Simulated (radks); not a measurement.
Results of a calculation; reference values are marked as such.
All-electron atom: the carbon ion C2+ in [He] 2s1 6s1 (not the ground configuration). Code: a radial shooting solver on a logarithmic mesh with Libxc functionals. Model: non-relativistic Kohn-Sham, r2SCAN, spin-polarised, spherical densities, point nucleus; open shells are filled with parallel spins first; meta-GGA in the generalised Kohn-Sham scheme.

X-ray form factor f0, the Fourier transform of the density (f0(0) = 4):

sin(theta)/lambda (1/angstrom)  f0 (electrons)
0.05                                     2.985
0.1                                      2.852
0.15                                     2.700
0.2                                      2.520
0.25                                     2.331
0.3                                      2.150
0.4                                      1.877
0.5                                      1.688
0.6                                      1.551
0.8                                      1.329
1                                        1.115
1.25                                     0.865
1.5                                      0.656
2                                        0.372
